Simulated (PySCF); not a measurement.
Cartesian coordinates in Å; atom numbers follow the order of the lines, from 1:
```xyz
15

O    -2.0960    1.1070    1.2937
C    -1.3598    0.5442    0.5364
C    -1.3472   -0.9395    0.2222
O    -0.3770   -1.1443   -0.7811
C     0.5260   -0.0518   -0.7980
C     1.7726   -0.3281    0.0516
Cl    1.4248   -0.2652    1.8028
C    -0.2644    1.1625   -0.3099
H    -1.1136   -1.5058    1.1336
H    -2.3189   -1.2742   -0.1520
H     0.8629    0.0483   -1.8365
H     2.5417    0.4174   -0.1465
H     2.1505   -1.3266   -0.1641
H     0.3291    1.8700    0.2647
H    -0.7353    1.6942   -1.1388
```

Geometry: GFN2-xTB; GIAO shifts from PySCF, gas phase, non-relativistic, averaged over equivalent atoms.

At PBE0/pcSseg-1 (178 basis functions, 33 s wall time on 1 thread of an Arm Neoverse V1, shared host):
| atoms | δ (ppm) |
| --- | --- |
| O1 | 641.0 |
| O4 | 57.6 |
| C2 | 218.6 |
| C5 | 79.7 |
| C3 | 75.3 |
| C6 | 60.0 |
| C8 | 41.5 |
| H11 | 4.76 |
| H9 | 4.68 |
| H13 | 4.16 |
| H10 | 4.08 |
| H12 | 3.57 |
| H15 | 2.58 |
| H14 | 2.46 |

References, each an isolated molecule treated in the same way: H2O for 17O (336.08 ppm); 13C (186.93 ppm) and 1H (31.72 ppm) vs TMS.

Predict the values at BHandHLYP/pcSseg-1 on the same geometry.

Answers


| atoms | δ at BHandHLYP/pcSseg-1 | change |
| --- | --- | --- |
| O1 | 645.0 | +4.0 |
| O4 | 48.5 | -9.1 |
| C2 | 220.3 | +1.7 |
| C5 | 77.5 | -2.2 |
| C3 | 73.4 | -1.9 |
| C6 | 59.2 | -0.8 |
| C8 | 40.4 | -1.1 |
| H11 | 4.58 | -0.18 |
| H9 | 4.53 | -0.15 |
| H13 | 4.12 | -0.04 |
| H10 | 4.01 | -0.07 |
| H12 | 3.48 | -0.09 |
| H15 | 2.49 | -0.09 |
| H14 | 2.39 | -0.07 |

Scale: H2O for 17O (336.30 ppm); 13C (186.58 ppm) and 1H (31.90 ppm) vs TMS (reference shieldings calculated alike).

The largest change is at O4 (ether oxygen). Cost: 178 basis functions, 32 s wall time on 1 thread of an Arm Neoverse V1, shared host. The order of the carbon signals is the same at both levels.

Carbons that carry Cl, above all several Cl atoms, come out too deshielded, partly because spin–orbit coupling is missing. Unscaled 17O shifts of doubly bonded oxygen tend to come out too high, by tens of ppm or more. Experimental scales use liquid or dissolved standards, which lie at an offset from isolated H2O (liquid H2O: subtract about 36 ppm).
